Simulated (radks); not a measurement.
Minus the highest occupied eigenvalue as an estimate of the ionisation energy, Pd20+ to Pd39+. The LB94 potential has the -1/r tail that LDA and GGA lack but no energy functional. Calculated with a radial shooting solver on a logarithmic mesh with Libxc functionals: scalar-relativistic Kohn-Sham, LB94 model potential, spin-polarised, spherical densities, finite nucleus; open shells are filled with parallel spins first (spin-orbit coupling, left out, can overturn this in heavy ions); Fermi nuclear charge, rms radius 4.5318 fm.

Pd20+: configuration [Ar] 3d8; HOMO 3d down; -e(HOMO) (eV) 930.15; <r> (bohr) 0.337; IE, NIST (eV) 933; kind theory
Pd21+: configuration [Ar] 3d7; HOMO 3d down; -e(HOMO) (eV) 994.21; <r> (bohr) 0.331; IE, NIST (eV) 1000; kind theory
Pd22+: configuration [Ar] 3d6; HOMO 3d down; -e(HOMO) (eV) 1059.6; <r> (bohr) 0.326; IE, NIST (eV) 1065; kind theory
Pd23+: configuration [Ar] 3d5; HOMO 3d up; -e(HOMO) (eV) 1140.6; <r> (bohr) 0.321; IE, NIST (eV) 1145; kind theory
Pd24+: configuration [Ar] 3d4; HOMO 3d up; -e(HOMO) (eV) 1210.1; <r> (bohr) 0.316; IE, NIST (eV) 1218; kind theory
Pd25+: configuration [Ar] 3d3; HOMO 3d up; -e(HOMO) (eV) 1281.0; <r> (bohr) 0.311; IE, NIST (eV) 1290; kind theory
Pd26+: configuration [Ar] 3d2; HOMO 3d up; -e(HOMO) (eV) 1353.2; <r> (bohr) 0.307; IE, NIST (eV) 1366; kind theory
Pd27+: configuration [Ar] 3d1; HOMO 3d up; -e(HOMO) (eV) 1426.7; <r> (bohr) 0.302; IE, NIST (eV) 1438; kind theory
Pd28+: configuration [Ar]; HOMO 3p; -e(HOMO) (eV) 1652.1; <r> (bohr) 0.336; IE, NIST (eV) 1644; kind semi-emp.
Pd29+: configuration [Ne] 3s2 3p5; HOMO 3p down; -e(HOMO) (eV) 1719.7; <r> (bohr) 0.333; IE, NIST (eV) 1706; kind semi-emp.
Pd30+: configuration [Ne] 3s2 3p4; HOMO 3p down; -e(HOMO) (eV) 1787.9; <r> (bohr) 0.329; IE, NIST (eV) 1781; kind semi-emp.
Pd31+: configuration [Ne] 3s2 3p3; HOMO 3p up; -e(HOMO) (eV) 1867.5; <r> (bohr) 0.327; IE, NIST (eV) 1869; kind semi-emp.
Pd32+: configuration [Ne] 3s2 3p2; HOMO 3p up; -e(HOMO) (eV) 1937.7; <r> (bohr) 0.324; IE, NIST (eV) 1962; kind semi-emp.
Pd33+: configuration [Ne] 3s2 3p1; HOMO 3p up; -e(HOMO) (eV) 2008.6; <r> (bohr) 0.321; IE, NIST (eV) 2016; kind semi-emp.
Pd34+: configuration [Ne] 3s2; HOMO 3s; -e(HOMO) (eV) 2185.7; <r> (bohr) 0.329; IE, NIST (eV) 2181; kind semi-emp.
Pd35+: configuration [Ne] 3s1; HOMO 3s up; -e(HOMO) (eV) 2259.0; <r> (bohr) 0.327; IE, NIST (eV) 2248.9; kind semi-emp.
Pd36+: configuration [Ne]; HOMO 2p; -e(HOMO) (eV) 5304.6; <r> (bohr) 0.118; IE, NIST (eV) 5284; kind semi-emp.
Pd37+: configuration [He] 2s2 2p5; HOMO 2p down; -e(HOMO) (eV) 5495.7; <r> (bohr) 0.117; IE, NIST (eV) 5475; kind semi-emp.
Pd38+: configuration [He] 2s2 2p4; HOMO 2p down; -e(HOMO) (eV) 5686.5; <r> (bohr) 0.116; IE, NIST (eV) 5683; kind semi-emp.
Pd39+: configuration [He] 2s2 2p3; HOMO 2p up; -e(HOMO) (eV) 5927.5; <r> (bohr) 0.114; IE, NIST (eV) 5880; kind semi-emp.

Reference values: NIST Atomic Spectra Database (exp. = measured, semi-emp. = semi-empirical, theory = theoretical value adopted there). Open shells are spherical and high-spin; term and fine-structure splittings are not resolved.
